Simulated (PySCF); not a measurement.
F₄Si, charge -1, multiplicity 2. Atoms are numbered in the order given.

```xyz
5

Si     0.0000     0.0000     0.3022
F      1.3164     0.0000    -0.7235
F     -1.3164     0.0000    -0.7235
F      0.0000     1.7050     0.4884
F      0.0000    -1.7050     0.4884
```
Charge -1, spin multiplicity 2.

Coordinates come from a PBE0-D3(BJ)/def2-SVPD optimisation.

Computed with CAM-B3LYP/def2-SVPD (PySCF).

Computed frontier levels, dipole moment and polarisability:
| Quantity | Result |
|---|---|
| α spin, highest occupied and lowest empty level | -1.70 and 5.87 eV |
| β spin, highest occupied and lowest empty level | -7.07 and 3.93 eV |
| dipole moment about the centre of nuclear charge | 0.03 D |
| mean static polarisability | 40.2 bohr³ (5.95 Å³) |
| polarisability, principal values | 37.8, 41.2, 41.5 bohr³ |
| ⟨S²⟩ | 0.752 (pure state 0.75) |
